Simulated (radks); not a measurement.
Problem. The mean radii <r> (bohr) of the occupied orbitals of an atom or ion are listed with their occupations. Method: Dirac Kohn-Sham, PBE, spin-unpolarised, spherical densities, finite nucleus; Fermi nuclear charge, rms radius of each element as measured or else 0.836 A^(1/3) + 0.57 fm; computed with a radial shooting solver on a logarithmic mesh with Libxc functionals.

| orbital | occ. | <r> |
|---|---|---|
| 1s1/2 | 2 | 0.02151 |
| 2s1/2 | 2 | 0.09096 |
| 2p1/2 | 2 | 0.07590 |
| 2p3/2 | 4 | 0.08285 |
| 3s1/2 | 2 | 0.2390 |
| 3p1/2 | 2 | 0.2286 |
| 3p3/2 | 4 | 0.2418 |
| 3d3/2 | 4 | 0.2141 |
| 3d5/2 | 6 | 0.2182 |
| 4s1/2 | 2 | 0.5401 |
| 4p1/2 | 2 | 0.5509 |
| 4p3/2 | 4 | 0.5804 |
| 4d3/2 | 4 | 0.6122 |
| 4d5/2 | 6 | 0.6225 |
| 5s1/2 | 2 | 1.254 |
| 5p1/2 | 2 | 1.367 |
| 5p3/2 | 3 | 1.439 |
| 4f5/2 | 6 | 0.7662 |
| 4f7/2 | 1 | 0.7741 |

Name the element and its charge. Open shells, if any, fill j = l - 1/2 first.

Solution. Z = 65, terbium, charge +5: Tb5+ in [Kr] 4d10 4f7 5s2 5p5. The 1s radius gives Z: for a bare nucleus <r> = (2 gamma + 1)/(2Z) with gamma = sqrt(1 - (Z/c)^2), 0.02124 bohr for Z = 65, and screening makes it slightly larger (0.02151 here). The occupations add up to 60, and the charge is Z minus that.
